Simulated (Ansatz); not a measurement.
Consider the formal exchange of groups at a B–Al bond: `C[Se][BH][AlH2]` + `CF` → `C[Se]BCF` + `[AlH3]`.

Program: Ansatz. Geometries: PBE0-D4/def2-TZVP. ΔE: electronic, gas phase. CCSD(T)/CBS is the MP2 limit (def2-TZVPP, def2-QZVPP) plus CCSD(T) − MP2 in def2-TZVPP, frozen cores. This one scheme is used for every species. Functionals use def2-TZVPP. B3LYP here is the variant with VWN-RPA as its local correlation; programs differ in this. For Se outer-core shells are correlated without core-valence functions, which leaves a few kJ/mol of doubt a bond. Scalar relativity is left out up to krypton. One conformer a species, not always the lowest.

```json
{"level": "PBE-D4", "ΔE (kcal/mol)": "0.2", "difference from CCSD(T)/CBS": "1.1"}
{"level": "r2SCAN-D4", "ΔE (kcal/mol)": "-1.1", "difference from CCSD(T)/CBS": "-0.2"}
{"level": "PBE0-D4", "ΔE (kcal/mol)": "-0.4", "difference from CCSD(T)/CBS": "0.5"}
{"level": "B3LYP-D4", "ΔE (kcal/mol)": "-1.7", "difference from CCSD(T)/CBS": "-0.8"}
{"level": "ωB97X-V", "ΔE (kcal/mol)": "-2.4", "difference from CCSD(T)/CBS": "-1.5"}
{"level": "ωB97M-V", "ΔE (kcal/mol)": "-3.0", "difference from CCSD(T)/CBS": "-2.1"}
{"level": "B2PLYP", "ΔE (kcal/mol)": "-2.0", "difference from CCSD(T)/CBS": "-1.1"}
{"level": "PBE", "ΔE (kcal/mol)": "0.0", "difference from CCSD(T)/CBS": "0.9"}
{"level": "r2SCAN", "ΔE (kcal/mol)": "-1.1", "difference from CCSD(T)/CBS": "-0.2"}
{"level": "PBE0", "ΔE (kcal/mol)": "-0.6", "difference from CCSD(T)/CBS": "0.3"}
{"level": "B3LYP", "ΔE (kcal/mol)": "-2.1", "difference from CCSD(T)/CBS": "-1.2"}
{"level": "HF/def2-TZVPP", "ΔE (kcal/mol)": "-3.6", "difference from CCSD(T)/CBS": "-2.7"}
{"level": "MP2/def2-TZVPP", "ΔE (kcal/mol)": "-2.0", "difference from CCSD(T)/CBS": "-1.1"}
{"level": "SCS-MP2/def2-TZVPP", "ΔE (kcal/mol)": "-2.1", "difference from CCSD(T)/CBS": "-1.2"}
{"level": "CCSD/def2-TZVPP", "ΔE (kcal/mol)": "-1.5", "difference from CCSD(T)/CBS": "-0.6"}
{"level": "CCSD(T)/def2-TZVPP", "ΔE (kcal/mol)": "-1.0", "difference from CCSD(T)/CBS": "-0.1"}
{"level": "HF/def2-QZVPP", "ΔE (kcal/mol)": "-3.5", "difference from CCSD(T)/CBS": "-2.6"}
{"level": "MP2/def2-QZVPP", "ΔE (kcal/mol)": "-1.9", "difference from CCSD(T)/CBS": "-1.0"}
{"level": "SCS-MP2/def2-QZVPP", "ΔE (kcal/mol)": "-2.0", "difference from CCSD(T)/CBS": "-1.1"}
{"level": "HF/CBS(def2)", "ΔE (kcal/mol)": "-3.5", "difference from CCSD(T)/CBS": "-2.6"}
{"level": "MP2/CBS(def2)", "ΔE (kcal/mol)": "-1.8", "difference from CCSD(T)/CBS": "-0.9"}
{"level": "CCSD/CBS(def2)", "ΔE (kcal/mol)": "-1.4", "difference from CCSD(T)/CBS": "-0.5"}
{"level": "CCSD(T)/CBS", "ΔE (kcal/mol)": "-0.9", "difference from CCSD(T)/CBS": "0"}
```

Largest T1 diagnostic among the species: 0.014.

In def2-TZVPP, CCSD(T) changes the Hartree–Fock value by +2.6 kcal/mol (the triples alone add +0.5 kcal/mol) and MP2 by +1.7 kcal/mol.
